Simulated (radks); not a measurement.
Question: Radial electron density D(r) = 4 pi r^2 rho(r) of an atom or ion with 8 electrons. Method: non-relativistic Kohn-Sham, PBE, spin-unpolarised, spherical densities, point nucleus; computed with a radial shooting solver on a logarithmic mesh with Libxc functionals.

```
   r/bohr * D(r) (the largest magnitude, 9.75, reaches the edge; | marks zero)
 0.005559 |*
 0.007534 | *
  0.01021 |  *
  0.01384 |    *
  0.01876 |       *
  0.02542 |            *
  0.03417 |                   *
  0.04632 |                             *
  0.06277 |                                        *
  0.08507 |                                                  *
   0.1153 |                                                      *
   0.1563 |                                                 *
   0.2118 |                                    *
    0.287 |                        *
    0.389 |                     *
   0.5271 |                          *
   0.7087 |                              *
   0.9605 |                       *
    1.302 |           *
    1.764 |   *
    2.391 |*
     3.24 *
    4.392 *
    5.952 *
    8.067 *
    10.93 *
    14.82 *
    19.92 *
       27 *
    36.59 *
    49.59 *
```

What is the nuclear charge?

Answer: Z = 9. The innermost maximum, from 1s, lies near 1/Z = 0.111 bohr (found: 0.114), and its height grows with Z. The density is that of the fluorine ion F+ in [He] 2s2 2p3 7s1; the configuration itself is not fixed sharply by these data. D(r) has 6 maxima, at r = 0.114, 0.692, 4.87, 9.54, 16.7, 29.7 bohr, and minima at 0.362, 3.54 bohr, inside which lie 2.19, 7.01 electrons.
